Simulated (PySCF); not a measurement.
C4H10BeS, SMILES C[C](C)(C)[Be][SH].

The structure is a stationary point at PBE-D3(BJ)/def2-SVP. A frequency run showed that this geometry is not a minimum. The values are those of a single conformer.

These are PySCF with PBE-D3(BJ)/def2-SVP values and carry that method's errors.

Frequencies are harmonic and unscaled.

Computed normal modes with their intensities:
```json
[
 {"mode": "1", "ν (cm⁻¹)": "31i", "IR (km/mol)": "15.8", "moving atoms (share of kinetic energy)": "H 94 %"},
 {"mode": "2", "ν (cm⁻¹)": "78", "IR (km/mol)": "0.0", "moving atoms (share of kinetic energy)": "C 49 %, H 29 %, S 12 %, Be 10 %"},
 {"mode": "3", "ν (cm⁻¹)": "79", "IR (km/mol)": "1.0", "moving atoms (share of kinetic energy)": "C 49 %, H 28 %, S 13 %, Be 10 %"},
 {"mode": "4", "ν (cm⁻¹)": "242", "IR (km/mol)": "0.0", "moving atoms (share of kinetic energy)": "H 99 %"},
 {"mode": "5", "ν (cm⁻¹)": "254", "IR (km/mol)": "0.2", "moving atoms (share of kinetic energy)": "S 45 %, C 32 %, H 21 %"},
 {"mode": "6", "ν (cm⁻¹)": "277", "IR (km/mol)": "0.9", "moving atoms (share of kinetic energy)": "H 94 %"},
 {"mode": "7", "ν (cm⁻¹)": "278", "IR (km/mol)": "0.0", "moving atoms (share of kinetic energy)": "H 95 %"},
 {"mode": "8", "ν (cm⁻¹)": "302", "IR (km/mol)": "27.1", "moving atoms (share of kinetic energy)": "Be 51 %, H 28 %, C 20 %"},
 {"mode": "9", "ν (cm⁻¹)": "332", "IR (km/mol)": "6.6", "moving atoms (share of kinetic energy)": "C 36 %, Be 33 %, H 30 %"},
 {"mode": "10", "ν (cm⁻¹)": "363", "IR (km/mol)": "7.6", "moving atoms (share of kinetic energy)": "C 52 %, H 41 %"},
 {"mode": "11", "ν (cm⁻¹)": "390", "IR (km/mol)": "15.3", "moving atoms (share of kinetic energy)": "Be 46 %, C 35 %, H 18 %"},
 {"mode": "12", "ν (cm⁻¹)": "477", "IR (km/mol)": "3.1", "moving atoms (share of kinetic energy)": "C 50 %, H 35 %, S 12 %"},
 {"mode": "13", "ν (cm⁻¹)": "615", "IR (km/mol)": "4.5", "moving atoms (share of kinetic energy)": "H 73 %, Be 20 %"},
 {"mode": "14", "ν (cm⁻¹)": "788", "IR (km/mol)": "0.1", "moving atoms (share of kinetic energy)": "C 67 %, H 25 %"},
 {"mode": "15", "ν (cm⁻¹)": "915", "IR (km/mol)": "0.0", "moving atoms (share of kinetic energy)": "H 82 %, C 18 %"},
 {"mode": "16", "ν (cm⁻¹)": "930", "IR (km/mol)": "1.7", "moving atoms (share of kinetic energy)": "H 57 %, C 43 %"},
 {"mode": "17", "ν (cm⁻¹)": "930", "IR (km/mol)": "1.6", "moving atoms (share of kinetic energy)": "H 57 %, C 43 %"},
 {"mode": "18", "ν (cm⁻¹)": "974", "IR (km/mol)": "6.5", "moving atoms (share of kinetic energy)": "H 68 %, C 31 %"},
 {"mode": "19", "ν (cm⁻¹)": "979", "IR (km/mol)": "3.7", "moving atoms (share of kinetic energy)": "H 68 %, C 31 %"},
 {"mode": "20", "ν (cm⁻¹)": "990", "IR (km/mol)": "150.9", "moving atoms (share of kinetic energy)": "Be 59 %, H 27 %, C 10 %"},
 {"mode": "21", "ν (cm⁻¹)": "1161", "IR (km/mol)": "0.1", "moving atoms (share of kinetic energy)": "C 68 %, H 32 %"},
 {"mode": "22", "ν (cm⁻¹)": "1165", "IR (km/mol)": "0.0", "moving atoms (share of kinetic energy)": "C 68 %, H 32 %"},
 {"mode": "23", "ν (cm⁻¹)": "1216", "IR (km/mol)": "35.1", "moving atoms (share of kinetic energy)": "C 56 %, H 25 %, Be 17 %"},
 {"mode": "24", "ν (cm⁻¹)": "1325", "IR (km/mol)": "1.3", "moving atoms (share of kinetic energy)": "H 81 %, C 19 %"},
 {"mode": "25", "ν (cm⁻¹)": "1327", "IR (km/mol)": "1.5", "moving atoms (share of kinetic energy)": "H 81 %, C 19 %"},
 {"mode": "26", "ν (cm⁻¹)": "1354", "IR (km/mol)": "0.1", "moving atoms (share of kinetic energy)": "H 81 %, C 19 %"},
 {"mode": "27", "ν (cm⁻¹)": "1401", "IR (km/mol)": "1.7", "moving atoms (share of kinetic energy)": "H 97 %"},
 {"mode": "28", "ν (cm⁻¹)": "1401", "IR (km/mol)": "1.6", "moving atoms (share of kinetic energy)": "H 97 %"},
 {"mode": "29", "ν (cm⁻¹)": "1405", "IR (km/mol)": "0.0", "moving atoms (share of kinetic energy)": "H 96 %"},
 {"mode": "30", "ν (cm⁻¹)": "1426", "IR (km/mol)": "7.8", "moving atoms (share of kinetic energy)": "H 96 %"},
 {"mode": "31", "ν (cm⁻¹)": "1427", "IR (km/mol)": "8.1", "moving atoms (share of kinetic energy)": "H 96 %"},
 {"mode": "32", "ν (cm⁻¹)": "1432", "IR (km/mol)": "23.2", "moving atoms (share of kinetic energy)": "H 94 %"},
 {"mode": "33", "ν (cm⁻¹)": "2601", "IR (km/mol)": "1.0", "moving atoms (share of kinetic energy)": "H 97 %"},
 {"mode": "34", "ν (cm⁻¹)": "2914", "IR (km/mol)": "33.9", "moving atoms (share of kinetic energy)": "H 96 %"},
 {"mode": "35", "ν (cm⁻¹)": "2915", "IR (km/mol)": "31.3", "moving atoms (share of kinetic energy)": "H 96 %"},
 {"mode": "36", "ν (cm⁻¹)": "2917", "IR (km/mol)": "68.6", "moving atoms (share of kinetic energy)": "H 96 %"},
 {"mode": "37", "ν (cm⁻¹)": "2998", "IR (km/mol)": "21.7", "moving atoms (share of kinetic energy)": "H 92 %, C 8 %"},
 {"mode": "38", "ν (cm⁻¹)": "3002", "IR (km/mol)": "12.8", "moving atoms (share of kinetic energy)": "H 92 %, C 8 %"},
 {"mode": "39", "ν (cm⁻¹)": "3003", "IR (km/mol)": "37.6", "moving atoms (share of kinetic energy)": "H 92 %, C 8 %"},
 {"mode": "40", "ν (cm⁻¹)": "3032", "IR (km/mol)": "20.7", "moving atoms (share of kinetic energy)": "H 91 %, C 9 %"},
 {"mode": "41", "ν (cm⁻¹)": "3037", "IR (km/mol)": "13.8", "moving atoms (share of kinetic energy)": "H 91 %, C 9 %"},
 {"mode": "42", "ν (cm⁻¹)": "3037", "IR (km/mol)": "32.4", "moving atoms (share of kinetic energy)": "H 91 %, C 9 %"}
]
```
